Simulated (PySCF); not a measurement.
Species: BF3.
Bonds: F1–B2, B2–F3, B2–F4.

A GFN2-xTB structure was refined with PySCF, PBE0-D3(BJ)/def2-SVP geometry optimisation, gas phase. Its GFN2-xTB values:

```json
{"coordinate": "F1–B2", "GFN2-xTB": "1.290 Å"}
{"coordinate": "B2–F3", "GFN2-xTB": "1.285 Å"}
{"coordinate": "F1–B2–F3", "GFN2-xTB": "118.5°"}
```

Problem. How do these coordinates change at the PBE0-D3(BJ)/def2-SVP level?

Solution. 
```
coordinate  PBE0-D3(BJ)/def2-SVP (Å or °)  change
     B2–F3                          1.309  +0.024
     F1–B2                          1.310  +0.020
  F1–B2–F3                          120.2    +1.7
```

The energy falls by 5.0 kJ/mol over 13 energy and gradient evaluations, the largest force component goes from 0.0280 to 3.0e-04 Eh/bohr, and the atoms move by 0.027 Å rms after alignment. The bond that changes most is B2–F3 (three-coordinate boron to boron-bound fluorine), which lengthens by 0.024 Å. Bonds longer at the end by more than 0.005 Å: 2 of 3; shorter: 0. Rotational constants go from 11021, 10208, 5299 to 10358, 10324, 5170 MHz.

The run used 56 basis functions and 71 SCF cycles in all.

No PBE0-D3(BJ)/def2-SVP frequencies stand behind this structure, so it isn't proved a minimum.
